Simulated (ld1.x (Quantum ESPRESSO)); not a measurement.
# Which change was made? (Si, TM)

* Element: Si (Z = 14)
* Generator: ld1.x (Quantum ESPRESSO) 7.5
* Type: norm-conserving Troullier–Martins (Kleinman–Bylander form)
* Functional: PBE
* Relativity: scalar-relativistic
* Frozen core: [Ne]
* Valence charge: 4
* Reference configuration: 3s2 3p1 (charge +1)
* Partial waves: 3p (bound): rc 1.60 bohr; 3s (bound): rc 1.40 bohr
* Local potential: the s channel
* Core correction: none

Cutoffs, loose and tight: the cutoffs (Ry, on a coarse ladder) from which the occupation-weighted sum of valence levels, in a spherical-Bessel basis at the reference potential, stays within 10 and 1 mRy of its value at 400 Ry. They do not see the model core or the augmentation charge, which bear on the density cutoff. Test errors are all-electron minus pseudo excitation energies from the reference, over the configurations 3s2 3p2; 3s2 3p0; 3s1 3p0; 3s0 3p4; 3s2 3p2.3; 3s1 3p3; 3s2 3p1.5; variants that change the core or the reference have their own tests.

The base gives: outcome: generated; cutoff, loose: 35 Ry; cutoff, tight: 70 Ry; bound ghosts: none; largest test error (meV): +67.

**Question.** After one change the result is: outcome: generated; cutoff, loose: 50 Ry; cutoff, tight: 140 Ry; bound ghosts: none; largest test error (meV): +76. Which change was it?
A. all radii scaled by about 0.74 (s 1.04, p 1.18 bohr)
B. all radii scaled by about 1.29 (s 1.80, p 2.06 bohr)
C. all radii scaled by about 0.87 (s 1.22, p 1.40 bohr)

**Answer.** C. The others give: all radii scaled by about 1.29 (s 1.80, p 2.06 bohr) → outcome: generated; cutoff, loose: 15 Ry; cutoff, tight: 40 Ry; bound ghosts: none; largest test error (meV): +71 | all radii scaled by about 0.74 (s 1.04, p 1.18 bohr) → outcome: generated; cutoff, loose: 180 Ry; cutoff, tight: 300 Ry; bound ghosts: none; largest test error (meV): +144.
